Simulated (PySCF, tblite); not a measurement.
Isomers of C3H13N3OSi, one GFN2-xTB conformer each. Single-point energies are computed at PBE0/pcSseg-1 (PySCF, gas phase, no added dispersion term), electronic only.

| SMILES | GFN2-xTB relative energy (kcal/mol) |
| --- | --- |
| C[Si@](N)(O)NCCN | 0.0 |
| NCC(CN)N[SiH2]O | 5.9 |

Conformers: `[CH3:1][Si@:2]([NH2:3])([OH:4])[NH:5][CH2:6][CH2:7][NH2:8]` with C1–Si2–N3–H -172° and 55°, C1–Si2–O4–H 63°, C1–Si2–N5–C6 38°, Si2–N5–C6–C7 63°, N5–C6–C7–N8 49°; `[NH2:1][CH2:2][CH:3]([CH2:4][NH2:5])[NH:6][SiH2:7][OH:8]` with H–N1–C2–C3 167° and 47°, N1–C2–C3–C4 178°, C2–C3–C4–N5 175°, C3–C4–N5–H 173° and -67°, C2–C3–N6–Si7 39°.

**Question.** What does PBE0/pcSseg-1 give for the same structures?

**Answer.** 
```json
{"SMILES": "C[Si@](N)(O)NCCN", "PBE0/pcSseg-1 E (Eh)": "-650.63950", "PBE0/pcSseg-1 (kcal/mol)": "0.0", "GFN2-xTB (kcal/mol)": "0.0", "point group": "C1"}
{"SMILES": "NCC(CN)N[SiH2]O", "PBE0/pcSseg-1 E (Eh)": "-650.58413", "PBE0/pcSseg-1 (kcal/mol)": "34.8", "GFN2-xTB (kcal/mol)": "5.9", "point group": "C1"}
```

Both levels put the same isomer lowest. As drawn, the lower has an Si–C bond, which the higher lacks.

**Question.** Which frontier levels, dipoles and rotational constants go with these structures?

**Answer.** 
```csv
SMILES,"HOMO (eV, PBE0/pcSseg-1)",LUMO (eV),dipole (D),"A, B, C (MHz)"
C[Si@](N)(O)NCCN,-6.25,0.95,2.14,"2571, 1078, 1003"
NCC(CN)N[SiH2]O,-6.51,0.98,5.64,"2224, 1238, 887.2"
```

**Question.** What happens when harmonic zero-point energies from GFN2-xTB frequencies are added?

**Answer.** 
| SMILES | ZPE (kcal/mol) | electronic (kcal/mol) | with ZPE (kcal/mol) |
| --- | --- | --- | --- |
| C[Si@](N)(O)NCCN | 110.1 | 0.0 | 0.0 |
| NCC(CN)N[SiH2]O | 108.4 | 34.8 | 33.1 |

The zero-point energies span 1.7 kcal/mol. The order is unchanged.
